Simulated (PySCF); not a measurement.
Au⁺: excitation energy

Au⁺ [Xe] 4f14 5d10 (1S) → Au⁺ [Xe] 4f14 5d9 6p1 (high-spin determinant), as a difference of total energies. Calculation: PySCF 2.14, in x2c-TZVPPall with one added diffuse shell each of s, p, d, f type (12s8p8d4f1g, 113 functions); the spin-free X2C one-electron Hamiltonian (Gaussian nucleus). Correlated levels: valence and next inner shell: [Kr] 4d10 4f14 frozen. The calculations carry no spin-orbit coupling.

| method | excitation energy (cm⁻¹) |
| --- | --- |
| UHF | 66415 |
| MP2 (valence and next inner shell) | 75121 |
| SCS-MP2 (valence and next inner shell) | 74683 |
| CCSD (valence and next inner shell) | 72314 |
| CCSD(T) (valence and next inner shell) | 72408 |

A first-order spin-orbit estimate (lowest level to lowest level, LS coupling) adds -0.361 eV.

The determinant of the upper state mixes LS terms, which raises its energy above the lowest term, most at the Hartree-Fock and MP2 levels.
